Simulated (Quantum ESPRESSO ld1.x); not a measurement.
The mean radii <r> (bohr) of the occupied orbitals of an atom or ion are listed with their occupations. All-electron calculation, non-relativistic Kohn-Sham, LDA (Slater exchange, Perdew-Zunger correlation), spin-polarised, spherical densities, point nucleus. Program: ld1.x of Quantum ESPRESSO 7.5.

| orbital | occ. | <r> |
|---|---|---|
| 1s up | 1 | 0.02817 |
| 1s down | 1 | 0.02817 |
| 2s up | 1 | 0.1211 |
| 2s down | 1 | 0.1211 |
| 2p up | 3 | 0.1031 |
| 2p down | 3 | 0.1031 |
| 3s up | 1 | 0.3209 |
| 3s down | 1 | 0.3209 |
| 3p up | 3 | 0.3110 |
| 3p down | 3 | 0.3110 |
| 3d up | 5 | 0.2814 |
| 3d down | 5 | 0.2814 |
| 4s up | 1 | 0.7472 |
| 4s down | 1 | 0.7468 |
| 4p up | 3 | 0.7781 |
| 4p down | 3 | 0.7773 |
| 4d up | 5 | 0.8712 |
| 4d down | 5 | 0.8683 |
| 5s up | 1 | 1.856 |
| 5p up | 3 | 2.120 |
| 5p down | 2 | 2.143 |
| 4f up | 1 | 5.409 |

Name the element and its charge. Open shells, if any, are filled with parallel spins first.

Answer. Z = 54, xenon, charge +1: Xe+ in [Kr] 4d10 5s1 5p5 4f1. The 1s radius gives Z: for a bare nucleus <r> = 1.5/Z, 0.02778 bohr for Z = 54, and screening makes it slightly larger (0.02817 here). The occupations add up to 53, and the charge is Z minus that.
